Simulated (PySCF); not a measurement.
From computed data to an observable: refractive index and permittivity of the vapour

F3H3OSi2, SMILES F[Si](F)(F)O[SiH3].

Geometry: B3LYP-D3(BJ)/def2-SVP. The values are those of a single conformer.

PBE0/def2-TZVP (PySCF) gives a mean static polarisability of 47.8 bohr³ and a dipole moment of 2.29 D. Take an ideal gas at 298.15 K and 1 bar, whether or not the substance is that volatile.

**Question.** Work out n − 1 in the optical limit and the static ε − 1.

**Answer.** 
Polarisability volume α' = 47.8 × 0.148185 = 7.08 Å³. Number density N = p/kT = 2.43e-5 Å⁻³.
Dilute limit of Lorentz–Lorenz: n − 1 = 2π N α' = 0.0011.
Orientation term of Debye: μ²/(3kT) = 8.098 Å³ × μ²(D²) = 42.47 Å³.
ε − 1 = 4π N (α' + μ²/3kT) = 0.015. Orientation of the dipole supplies 86 % of the static response; it can't follow optical fields. Vibrational polarisation and dispersion are left out.
